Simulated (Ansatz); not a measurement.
One geometry of C$_{2}$H$_{7}$BO$_{2}$, several functionals.

```yaml
crystal:
  periodic: [false, false, false]
  atoms:
    - {symbol: B, position_ang: [-1.261973, 0.781373, -0.344152]}
    - {symbol: C, position_ang: [0.134254, 0.360693, 0.184071]}
    - {symbol: C, position_ang: [0.484442, -1.008544, 0.675007]}
    - {symbol: O, position_ang: [-0.086233, 0.315864, -1.395852]}
    - {symbol: O, position_ang: [1.052176, 1.310795, 0.459227]}
    - {symbol: H, position_ang: [-1.505323, 1.940814, -0.485534]}
    - {symbol: H, position_ang: [-2.146903, -0.028480, -0.302453]}
    - {symbol: H, position_ang: [-0.244928, -1.751661, 0.351142]}
    - {symbol: H, position_ang: [0.476320, -0.994548, 1.767099]}
    - {symbol: H, position_ang: [1.485100, -1.316208, 0.345595]}
    - {symbol: H, position_ang: [-0.249133, -0.595351, -1.663639]}
    - {symbol: H, position_ang: [1.939202, 0.930153, 0.443289]}
basis:
  gaussian: {orbitals: def2-TZVPP}
hamiltonian: {xc: {name: B2PLYP}}
```

```sh
$ ansatz run in.yaml --threads 4 --pin off --events-out ev --progress --plain
```

It prints (some lines left out):

```
Functional definition: B2PLYP
  name "B2PLYP"
  cite "Grimme, J. Chem. Phys. 124, 034108 (2006) doi:10.1063/1.2148954"
  cite "Becke, Phys. Rev. A 38, 3098 (1988) doi:10.1103/PhysRevA.38.3098"
  cite "Lee, Yang & Parr, Phys. Rev. B 37, 785 (1988) doi:10.1103/PhysRevB.37.785"
  parameter a = 0.53
  parameter c = 0.27
  exchange = (1 - a)*b88_x + a*exact_x
  correlation = (1 - c)*lyp_c + c*(mp2_os + mp2_ss)
1524 factors; integrals over basis functions are off by at most 1.0e-3 eV
mean field evaluation 1: about -6941.1604 eV, gradient 5.3e1 eV
mean field evaluation 2: about -6941.3125 eV, gradient 5.3e1 eV
mean field evaluation 4: about -6946.8043 eV, gradient 7.0e0 eV
mean field evaluation 8: about -6946.9001 eV, gradient 7.2e-1 eV
mean field evaluation 16: about -6946.9011 eV, gradient 2.6e-4 eV
mean field -6946.90106216 eV, -255.2939052558 hartree, gradient 3.2e-6 eV, S^2 0.000000; 0 other end points of the search recorded, 0 dependent functions left out
5 core orbitals not correlated: weight in the atoms' cores, before any rotation towards them, 1.000 or more for the frozen orbitals, at most 0.000 for the correlated occupied ones
reference -6946.90123036 eV, -255.2939114369 hartree; 15, 15 occupied and 233, 233 virtual orbitals, 1524 factors
second order -30.96692784 eV of doubles, -0.00000000 eV of singles
Total energy: -6955.26230088 eV, -255.6011751110 hartree
```

Run time 5.5 s (4 threads of a server CPU on a shared host); peak host memory 0.7 GiB.

The same input with `hamiltonian: {xc: {name: B3LYP}, dispersion: d4}` and forces (abridged; 4.5 s):

```
Functional definition: B3LYP
mean field evaluation 16: about -6961.0046 eV, gradient 5.9e-4 eV
mean field -6961.00456872 eV, -255.8121995622 hartree, gradient 1.2e-5 eV, S^2 0.000000
Total energy: -6961.33449204 eV, -255.8243240204 hartree
Atom 0 force    -0.278655     0.137044     0.113344 eV/Å
Atom 1 force    -0.204638    -0.061951     0.238422 eV/Å
Atom 2 force     0.027942    -0.190318     0.102399 eV/Å
Atom 3 force     0.057977    -0.122961    -0.473711 eV/Å
Atom 4 force     0.217673     0.195068     0.070117 eV/Å
Atom 5 force     0.005223    -0.123341     0.022835 eV/Å
Atom 6 force     0.079464     0.101010    -0.002633 eV/Å
Atom 7 force     0.051101     0.025776     0.017802 eV/Å
Atom 8 force     0.004444    -0.016734    -0.047155 eV/Å
Atom 9 force    -0.044560     0.007544     0.018966 eV/Å
Atom 10 force     0.020274    -0.000397    -0.075748 eV/Å
Atom 11 force     0.063756     0.049260     0.015362 eV/Å
Dipole moment:     0.502042    -0.713029     0.050009 e Å
```

Changing it to `hamiltonian: {xc: {name: CAM-B3LYP}, dispersion: d4}` (abridged; 3 s):

```
Functional definition: CAM-B3LYP
mean field evaluation 16: about -6957.7182 eV, gradient 7.0e-5 eV
mean field -6957.71824828 eV, -255.6914295136 hartree, gradient 7.0e-5 eV, S^2 0.000000
Total energy: -6957.88810126 eV, -255.6976714952 hartree
```

The same input with `hamiltonian: {xc: {name: LC-wPBE}}` (abridged; 2.5 s):

```
Functional definition: LC-wPBE
mean field evaluation 16: about -6956.5389 eV, gradient 8.7e-5 eV
mean field -6956.53890932 eV, -255.6480896060 hartree, gradient 2.6e-5 eV, S^2 0.000000
Total energy: -6956.53890933 eV, -255.6480896063 hartree
```

With the line `hamiltonian: {xc: {name: PBE-QIDH}}` (abridged; 5.5 s):

```
Functional definition: PBE-QIDH
mean field evaluation 16: about -6942.1522 eV, gradient 3.7e-4 eV
mean field -6942.15223444 eV, -255.1193890558 hartree, gradient 5.0e-6 eV, S^2 0.000000
5 core orbitals not correlated: weight in the atoms' cores, before any rotation towards them, 1.000 or more for the frozen orbitals, at most 0.000 for the correlated occupied ones
second order -28.79867535 eV of doubles, -0.00000000 eV of singles
Total energy: -6951.75180572 eV, -255.4721667934 hartree
```

With the line `hamiltonian: {xc: {name: BHLYP}, dispersion: d4}` (abridged; 2.9 s):

```
Functional definition: BHLYP
mean field evaluation 16: about -6956.8375 eV, gradient 9.6e-5 eV
mean field -6956.83754309 eV, -255.6590641946 hartree, gradient 1.9e-5 eV, S^2 0.000000
Total energy: -6957.06136308 eV, -255.6672894276 hartree
```

B3LYP takes the VWN-RPA correlation (the form of Gaussian; ORCA's B3LYP/G).
